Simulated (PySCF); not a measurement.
**How methods differ on the fine-structure interval of Mo²³⁺**

Mo²³⁺ [Ar] 3d1 [3d3/2^1, M_J = 3/2] → Mo²³⁺ [Ar] 3d1 [3d5/2^1, M_J = 5/2], as a difference of total energies. All numbers are calculated (PySCF 2.14, the two-component X2C-1e Hamiltonian, in an uncontracted even-tempered set (16 s from 3 bohr⁻², ratio 2.8; 12 p from 3.8 bohr⁻², ratio 2.8; 8 d from 3.8 bohr⁻², ratio 2.8; 3 f from 12 bohr⁻², ratio 3)). Correlated levels: [Ne] frozen; the 74 highest virtual spinors dropped. "Screened" scales the spin-orbit matrix elements by Boettger's factors to mimic the two-electron term; Breit and QED terms are absent.

| method | fine-structure interval (cm⁻¹) |
| --- | --- |
| GHF (screened spin-orbit) | 37417 |
| GMP2 (screened spin-orbit) | 37253 |
| GHF (bare spin-orbit) | 49117 |
